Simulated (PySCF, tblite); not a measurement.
Potential energy surface of H3 (cation, charge +1), singlet: symmetric bend, bond length relaxed. Scanned: H-H-H angle. Other coordinates (H-H bond length) were minimised at PBE0/def2-TZVP.

Levels of theory: GFN2-xTB, 300 K electronic temperature (tblite); CCSD(T) on RHF/cc-pVTZ (PySCF).

Energies relative to the lowest point of each profile, in kcal/mol; the last columns give the difference from CCSD(T):

| a / ° | GFN2-xTB | CCSD(T) | GFN2-xTB − CCSD(T) |
|---|---|---|---|
| 180 | 0.0 | 40.5 | -40.5 |
| 170 | 0.2 | 40.2 | -40.0 |
| 160 | 0.9 | 39.2 | -38.3 |
| 150 | 1.8 | 37.5 | -35.6 |
| 140 | 3.0 | 35.0 | -32.1 |
| 130 | 4.1 | 31.9 | -27.8 |
| 120 | 5.0 | 27.9 | -22.9 |
| 110 | 5.6 | 23.2 | -17.6 |
| 100 | 5.9 | 17.9 | -12.0 |
| 90 | 5.6 | 12.2 | -6.6 |
| 80 | 4.9 | 6.6 | -1.7 |
| 70 | 4.0 | 2.0 | 2.0 |
| 60 | 3.5 | 0.0 | 3.5 |

GFN2-xTB is furthest from CCSD(T) at 180 (-40.5 kcal/mol, below); its mean absolute difference over the points is 21.6 kcal/mol.
